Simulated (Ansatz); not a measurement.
CH9NSi3, SMILES `N[Si@@H]1[SiH2][C@H]1[SiH3]`, relaxed with RKS PBE0-D4/def2-TZVP in Ansatz 0.2.0 from a PBE-D4/def2-SVP geometry. The force threshold is 0.005 eV/Å; the program also tests the step.

Total charge 0; spin multiplicity 1.

Start:

```xyz
14

N     2.644   -0.550    0.522
Si    1.235    0.207   -0.161
Si   -0.258    1.349    1.101
C    -0.567   -0.351    0.229
Si   -1.805   -0.439   -1.171
H     2.946   -1.457    0.155
H     2.768   -0.514    1.537
H     1.450    0.512   -1.613
H    -1.070    2.515    0.619
H    -0.201    1.276    2.601
H    -0.674   -1.200    0.935
H    -1.592    0.732   -2.097
H    -3.229   -0.377   -0.677
H    -1.645   -1.703   -1.979
```

```json
{"step": "1", "energy (eV)": "-26295.3697", "largest force (eV/Å)": "0.587", "largest move (Å)": "0.000"}
{"step": "2", "energy (eV)": "-26295.4255", "largest force (eV/Å)": "0.202", "largest move (Å)": "0.042"}
{"step": "3", "energy (eV)": "-26295.4349", "largest force (eV/Å)": "0.089", "largest move (Å)": "0.019"}
{"step": "4", "energy (eV)": "-26295.4362", "largest force (eV/Å)": "0.055", "largest move (Å)": "0.011"}
{"step": "5", "energy (eV)": "-26295.4372", "largest force (eV/Å)": "0.102", "largest move (Å)": "0.057"}
{"step": "6", "energy (eV)": "-26295.4383", "largest force (eV/Å)": "0.026", "largest move (Å)": "0.014"}
{"step": "7", "energy (eV)": "-26295.4384", "largest force (eV/Å)": "0.015", "largest move (Å)": "0.014"}
{"step": "8", "energy (eV)": "-26295.4384", "largest force (eV/Å)": "0.011", "largest move (Å)": "0.009"}
{"step": "9", "energy (eV)": "-26295.4385", "largest force (eV/Å)": "0.003", "largest move (Å)": "0.004"}
```

End:

```xyz
14

N     2.575   -0.571    0.526
Si    1.204    0.191   -0.149
Si   -0.271    1.335    1.085
C    -0.571   -0.353    0.247
Si   -1.774   -0.423   -1.153
H     2.976   -1.394    0.107
H     2.771   -0.515    1.511
H     1.413    0.444   -1.593
H    -1.089    2.478    0.610
H    -0.206    1.279    2.567
H    -0.689   -1.187    0.942
H    -1.539    0.737   -2.058
H    -3.187   -0.351   -0.686
H    -1.614   -1.669   -1.956
```

Hardware: 4 threads of an Arm Neoverse V2 on a shared host. Wall time 38 s, peak host memory 0.71 GiB.
